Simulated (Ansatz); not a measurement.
The cluster Ge₃⁺, relaxed as a doublet with UKS PBE0-D4/def2-TZVP in Ansatz, starting from the GFN1-xTB geometry. Force threshold 0.02 eV/Å.

The charge 1 doublet is spin-contaminated (final ⟨S²⟩ up to 1.32, 0.75 for a pure state). The relaxation made no stability test and no search for a lower SCF solution. The structure comes from a short search, and lower isomers may exist.

Start:

Cartesian coordinates in Å:
```
Ge 0.9012 0.0241 -0.7520
Ge -1.0000 1.2285 -0.2431
Ge 0.0988 -1.2526 0.9951
```

Task: Estimate the energy that the relaxation releases and the steps that it takes.

Result: 3.1 kcal/mol, in 5 steps; 19 s on 4 threads of Arm Neoverse V1 on a shared host. No frequencies were taken in this run, so the end may be a saddle point.

Task: Does the start keep its bonding and symmetry?

Result: By distances, no bond broke or formed. The bond that changes most is Ge2–Ge3, from 2.98 to 2.64 Å (atoms count from 1). The end is the same structure that another start reached, the lowest one found. Point group C2v at the start, C2v at the end, both within 0.05 Å.

Task: Predict the relaxed structure.

Result: 
```xyz
3

Ge    1.026    0.027   -0.856
Ge   -1.000    1.086   -0.121
Ge   -0.026   -1.113    0.977
```
Bond lengths: 3 × Ge–Ge 2.40 to 2.64 Å.
